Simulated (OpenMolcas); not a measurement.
Nd III: the spin-orbit constant, worked from levels

```yaml
Program: OpenMolcas 26.06
Basis: ANO-R3 [9s8p5d5f3g1h]
Scalar_Hamiltonian: X2C, finite nucleus
Active_space: 4 electrons in 7 orbitals (4f)
State_averaging: 2S+1 = 5 even, 35 roots (30 in the spin-orbit step); 2S+1 = 3 even, 210 roots (60 in the spin-orbit step); 2S+1 = 1 even, 196 roots (0 in the spin-orbit step)
Spin-orbit_coupling: state interaction with AMFI integrals over the reference wave functions, term energies averaged over their components
```

Methods: CASSCF; SS-CASPT2, IPEA 0.25 Eh, imaginary shift 0.1 Eh (closed shells correlated: 5s 5p). Measured levels: Ding et al., The Spectrum and Energy Levels of the Low-lying Configurations of Nd III (preprint, 2023).

**The spin-orbit constant.** For the Hund term 5I of f4, E(J) = (A/2) J(J+1) + constant and ζ = 2S·A = 4A. From J = 4 to J = 8 the energy changes by 26 A.

| Source | E(8) - E(4) | A | ζ |
| --- | --- | --- | --- |
| CASSCF | 5514.6 | 212.1 | 848 |
| SS-CASPT2 | 5518.8 | 212.3 | 849 |
| measured | 5093.3 | 195.9 | 784 |

All in cm-1. SS-CASPT2 is off by +8.4 % and CASSCF by +8.3 %. Both methods take the spin-orbit matrix elements from the reference wave functions, so the second can move ζ only through the term energies and any multistate remixing. Second-order mixing with other terms is absorbed into this ζ.

Term energies are means over components that CASPT2 splits; among the terms shown or strongly mixed into the levels shown the widest spread is 950 cm-1 (4f4 5I, SS-CASPT2). High states are left out of the spin-orbit mixing, which shifts the levels that they would mix with. Without dynamic correlation excited terms often stand tens of per cent too high (terms of higher spin than the ground term too low), and those without a measured partner can miss by more than the paired ones (holds for CASSCF). Measured partners are found by configuration, term and J. A level has none where our copy of the source lacks it or the pairing is in doubt (some pairs that miss far off the trend of their configuration count as doubtful), and it then counts in no deviation. Only configurations of the active space appear.
